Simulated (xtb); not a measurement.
phosphoric acid (H₃O₄P), SMILES O=P(O)(O)O. All values are semi-empirical tight-binding results from xtb (GFN2-xTB unless named), good for trends rather than for accurate numbers. Geometry: GFN2-xTB. One conformer was computed; it need not be the lowest.

Question: Estimate the properties. (An estimate is asked for; the answer gives what the named calculation found.)

Answer: 
```json
{
 "point_group_as_xtb_finds_it": "C3",
 "orbital_gap": "11.02 eV",
 "zero_point_energy": "28.6 kcal/mol",
 "G − E(el) at 298.15 K (modified RRHO)": "10.8 kcal/mol",
 "static polarisability (D4 model)": "49.4 bohr³",
 "solvation energy, GFN2-xTB/ALPB(water)": "-18.9 kcal/mol",
 "solvation energy, GFN2-xTB/ALPB(chcl3)": "-8.5 kcal/mol"
}
```
